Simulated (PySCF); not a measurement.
## Static response to an electric field

Species: C2H9NOSi.
Cartesian coordinates in Å at the GFN2-xTB level; atoms count from 1:
```
atom  x, y, z in Å
C1     1.9454   -0.8064   -0.0648
N2     0.6054   -0.3888   -0.4276
C3    -0.0224    0.4605    0.5776
Si4   -1.8091    0.8361    0.0249
O5    -2.4687   -0.5409   -0.5266
H6     1.8856   -1.4193    0.8357
H7     2.3634   -1.4095   -0.8703
H8     2.6263    0.0344    0.1391
H9     0.6447    0.1182   -1.3080
H10   -0.0282   -0.1034    1.5145
H11    0.5586    1.3749    0.7711
H12   -1.7801    1.8248   -1.0588
H13   -2.6333    1.2779    1.1439
H14   -1.8882   -1.2590   -0.7729
```

Level: wB97X-D/def2-SVPD (PySCF), static field, nuclei fixed, core orbitals frozen in the response. The polarisability tensor in these axes (au):

```
x   73.22 -5.27  0.43
y   -5.27 61.16  1.70
z    0.43  1.70 58.87
```

**Question.** Diagonalise the tensor; give its mean and Δα, where Δα² is half the sum of the squared differences of the eigenvalues.

**Answer.** Principal values 57.28, 60.78 and 75.19 au; mean 64.42 au = 9.55 Å³ = 10.62 × 10⁻⁴⁰ C²·m²/J; Δα = 16.45 au (26 % of the mean).

**Question.** What is the dipole moment, and where does it point?

**Answer.** (2.41, 0.28, 0.05) D, 2.43 D in size, pointing from the negative to the positive side. Measured along this direction, the outermost atoms are O5 and H13 at the negative end and H8 at the positive end.

**Question.** What would n − 1 = 2πNα be for an ideal gas of these molecules at 350 K and 1 atm, electronic part alone?

**Answer.** N = p/kT = 2.0968 × 10¹⁹ cm⁻³, so n − 1 = 2π × N × 9.55 × 10⁻²⁴ cm³ = 1258 × 10⁻⁶ at long wavelengths.

**Question.** What molar refraction does this α imply?

**Answer.** Lorentz–Lorenz: R = (4π/3)N_A α = 2.5225 cm³/(mol·Å³) × 9.55 Å³ = 24.1 cm³/mol, in the limit of long wavelengths.

**Question.** Find the Langevin capture rate constant for O2+ (31.990 u) meeting this molecule (91.045 u), k = 2.342 × 10⁻⁹ cm³/s × √(α in Å³ / reduced mass in u).

**Answer.** The reduced mass is 23.67 u, so k = 1.49 × 10⁻⁹ cm³/s. The formula leaves out the permanent dipole, which adds to the capture rate.

**Question.** Sum over states: ᾱ = Σ f/ω², ω in Eh. What share falls to these 8 lowest TDDFT singlets (eV, f)? 6.23, 0.0008; 6.99, 0.0516; 7.50, 0.0046; 7.63, 0.0126; 7.70, 0.0058; 8.00, 0.0312; 8.11, 0.0032; 8.23, 0.0429.

**Answer.** They add up to 1.96 au, 3.0 % of the 64.42 au; the largest single term is 0.78 au, from the state at 6.99 eV. Terms in order: 0.02, 0.78, 0.06, 0.16, 0.07, 0.36, 0.04, 0.47 au. Higher excitations give the rest. The strengths listed sum to 0.153.

Geometry: GFN2-xTB, one conformer, isolated molecule.

Note: wB97X-D ran without an empirical dispersion term, which enters the total energy and its gradient alone.
